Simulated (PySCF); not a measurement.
A calculated (r2SCAN, PySCF 2.14, aug-cc-pwCVDZ, the non-relativistic Hamiltonian (point nucleus)) atom or ion has these occupied shells.

| shell | electrons | orbital energy (eV) | rms radius, mean of both spins (bohr) |
| --- | --- | --- | --- |
| 1s | 2 | -837.43 | 0.184 |
| 2s | 2 | -38.514 | 0.991 |
| 2p | 6 | -14.054 | 1.13 |

Name the element and its charge.

Ne (neon, neutral), in [Ne], closed-shell 1S.
